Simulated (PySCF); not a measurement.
Si(Cl)(SiH3) (ClH₃Si₂), SMILES Cl[Si][SiH3] (connectivity only; charge and spin as stated), neutral, multiplicity 1.

The structure is a stationary point at ωB97X-D3(BJ)/def2-TZVP.

Level of theory: TDA-LC-ωPBE/def2-SVPD (PySCF 2.14.0).

Vertical excitations. Isolated molecule, no solvent. State labels are in the subgroup Cs.

```
state  symmetry  energy (eV)  λ (nm)      f                                                              main pairs
-----  --------  -----------  ------  -----  ----------------------------------------------------------------------
S1           A"         1.98     627  0.006                                                          HOMO→LUMO 98 %
S2           A'         5.10     243  0.027                                                        HOMO→LUMO+1 87 %
S3           A"         5.53     224  0.020                                                        HOMO−1→LUMO 85 %
S4           A"         6.13     202  0.008                                      HOMO−3→LUMO 65 %, HOMO−5→LUMO 29 %
S5           A'         6.38     194  0.199                    HOMO→LUMO+3 42 %, HOMO→LUMO+2 29 %, HOMO−2→LUMO 23 %
S6           A'         6.48     191  0.185  HOMO−2→LUMO 54 %, HOMO−4→LUMO 16 %, HOMO→LUMO+3 11 %, HOMO→LUMO+2 10 %
S7           A'         6.87     180  0.167   HOMO→LUMO+3 33 %, HOMO→LUMO+2 31 %, HOMO→LUMO+5 18 %, HOMO→LUMO+1 6 %
S8           A"         7.03     176  0.000  HOMO−5→LUMO 45 %, HOMO−3→LUMO 20 %, HOMO→LUMO+4 20 %, HOMO−1→LUMO 10 %
S9           A"         7.27     170  0.041                                      HOMO→LUMO+4 69 %, HOMO−5→LUMO 17 %
S10          A'         7.28     170  0.158                                      HOMO−4→LUMO 73 %, HOMO−2→LUMO 16 %
T1           A"         0.82    1507      0                                                          HOMO→LUMO 95 %
T2           A'         3.96     313      0                                                        HOMO→LUMO+1 87 %
T3           A"         4.26     291      0                                      HOMO−1→LUMO 56 %, HOMO−3→LUMO 32 %
T4           A'         5.37     231      0                                                        HOMO→LUMO+2 64 %
```
Triplets are in the Tamm–Dancoff approximation.
